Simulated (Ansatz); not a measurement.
One change: `C=C[Se]CC` becomes `CC[Se][SiH3]`.

Ansatz, PBE0-D4/def2-TZVP geometries, multiplicity 1. Each molecule was computed in one conformer, which needn't be the lowest.

Scalar relativity is left out up to krypton.

| property | `C=C[Se]CC` |
| --- | --- |
| HOMO–LUMO gap (PBE0/def2-TZVPP) / eV | 6.13 |
| size of the dipole moment (ωB97M-V/def2-TZVPP) / D | 1.21 |
| LUMO energy (PBE/def2-TZVPP) / eV | -0.84 |
| size of the dipole moment (PBE/def2-TZVPP) / D | 1.17 |
| HOMO–LUMO gap (PBE/def2-TZVPP) / eV | 4.16 |
| size of the dipole moment (B3LYP/def2-TZVPP) / D | 1.19 |

Task: Give the same properties after the change, and the shifts. (An estimate is asked.)

Result: Ansatz gave: 
```json
{"property": "HOMO–LUMO gap (PBE0/def2-TZVPP) / eV", "`CC[Se][SiH3]`": "6.47", "shift": "0.34"}
{"property": "size of the dipole moment (ωB97M-V/def2-TZVPP) / D", "`CC[Se][SiH3]`": "1.50", "shift": "0.29"}
{"property": "LUMO energy (PBE/def2-TZVPP) / eV", "`CC[Se][SiH3]`": "-0.95", "shift": "-0.11"}
{"property": "size of the dipole moment (PBE/def2-TZVPP) / D", "`CC[Se][SiH3]`": "1.51", "shift": "0.34"}
{"property": "HOMO–LUMO gap (PBE/def2-TZVPP) / eV", "`CC[Se][SiH3]`": "4.48", "shift": "0.32"}
{"property": "size of the dipole moment (B3LYP/def2-TZVPP) / D", "`CC[Se][SiH3]`": "1.51", "shift": "0.32"}
```

With PBE0 the HOMO falls by 0.54 eV and the LUMO falls by 0.20 eV, so the gap widens by about 0.34 eV. PBE moves the HOMO by -0.43 eV and ωB97M-V by -0.60 eV. Dipoles are sizes alone; their direction can turn.

B3LYP here is the variant with VWN-RPA as its local correlation; programs differ in this.

Spin–orbit coupling is left out; it splits and shifts lone-pair levels of the heavy atoms by tenths of an eV.
